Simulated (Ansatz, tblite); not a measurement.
Removing an electron: [Si5]2- (Si5²⁻). Total charge -2; singlet. Geometry: r2SCAN-D4/def2-SVPD. Ansatz, gas phase; energy differences of separate SCF runs; the oxidised species was run as a doublet alone.

```xyz
5

Si    0.178    0.922   -1.626
Si    1.287   -0.682   -0.246
Si   -1.260   -0.603   -0.480
Si   -0.027    1.286    0.726
Si   -0.178   -0.922    1.626
```

The xTB rows come from tblite. A multiply charged anion in the gas phase is held together partly by the finite basis. Removing one electron lowers the energy by 1.26 eV at PBE0-D4/def2-TZVPD, so it isn't bound. HOMO above LUMO, or a gap near zero within one spin, warns that the state may not be the lowest or that an electron is smeared out.

```tsv
level	−HOMO (eV)	vertical IE (eV)	−LUMO (eV)	HOMO–LUMO gap (eV)	remarks
GFN1-xTB	2.18	3.57	0.64	1.54	–
GFN2-xTB	-3.46	-1.61	-4.71	1.25	–
PBE-D4/def2-TZVPD	-3.30	-1.31	-5.78	2.48	HOMO above zero (-2 singlet), gap within one spin near zero (-1 doublet)
r2SCAN-D4/def2-TZVPD	-3.15	-1.26	-5.94	2.79	HOMO above zero (-2 singlet)
PBE0-D4/def2-TZVPD	-2.60	-1.26	-6.27	3.67	HOMO above zero (-2 singlet)
```

  A HOMO above zero means that the electron is unbound at that level or that self-interaction error raises the level; the energy of removing that electron tells which. Raw xTB energy differences between charge states are shifted by several eV; the methods need an empirical correction for them.
